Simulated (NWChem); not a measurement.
## Atomisation of H2B3O3

```
O
B 1 1.3701
B 1 1.3701 2 121.32
O 2 1.3763 1 119.03 3 0.00
B 4 1.3623 2 119.70 1 0.00
O 5 1.3623 4 121.21 2 0.00
H 2 1.2009 1 120.63 3 180.00
H 3 1.2009 1 120.63 2 180.00
```
Charge 0, spin multiplicity 2.

The numbers come from NWChem runs, not from measurements. The geometry was optimised at UPBE0/def2-SVP, a minimum by its harmonic frequencies. It is one conformer; others weren't searched.

Basis set: def2-TZVP. The atomisation energy is electronic alone: no zero-point, thermal, spin-orbit or counterpoise terms. No value is extrapolated to the basis-set limit. Free atoms are single determinants with multiplicities B 2, O 3, H 2.

The structure started from a generated list of species. The unpaired electrons of the parent sit in orbitals of symmetry a1 (C2v labels of the run); other states weren't searched. No SCF solution was tested for a lower state.

### Question
Order these methods by the atomisation energy they give, lowest first: LDA (SVWN5), BHandHLYP, PBE0, BP86, PBE.

### Answer
BHandHLYP (897.6 kcal/mol), PBE0 (935.5 kcal/mol), BP86 (954.2 kcal/mol), PBE (957.9 kcal/mol), LDA (SVWN5) (1085.4 kcal/mol)
